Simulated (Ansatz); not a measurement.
Two isomers of C8H8O: A = `C=COc1ccccc1`, B = `CC(=O)c1ccccc1`.

Calculated with Ansatz (gas phase, PBE0-D4/def2-TZVP geometries, no zero-point term in ΔE). CBS: MP2 limit from def2 TZ/QZ plus the TZ coupled-cluster correction, frozen cores. DFT in def2-TZVPP. One conformer a species, not always the lowest.

(1) Which isomer does CCSD(T)/CBS put lower? Give the gap. (Best estimate.)

(2) Give E(B) − E(A) in kJ/mol with CCSD/def2-TZVPP, CCSD(T)/def2-SVP, B2PLYP, PBE-D4, ωB97M-V, PBE0-D4, LDA (SPW92). (Best estimate.)

Largest T1 diagnostic: 0.013.

Answers

(1) The calculation gave: B, by 104.8 kJ/mol.

(2) Ansatz gave: CCSD/def2-TZVPP -105.9, CCSD(T)/def2-SVP -117.3, B2PLYP -104.7, PBE-D4 -101.0, ωB97M-V -103.1, PBE0-D4 -103.8, LDA (SPW92) -89.7. None reverses the order clearly.

Leaving LDA and LC-ωPBE aside and taking each functional with its dispersion term where it has one, the values, not all of them listed here, spread over 9.4 kJ/mol, from PBE-QIDH to BLYP-D4. LDA lies +9.6 kJ/mol from PBE without D4. At CCSD(T), def2-SVP lies −12.5 kJ/mol from the extrapolated value and def2-TZVPP −1.6 kJ/mol.
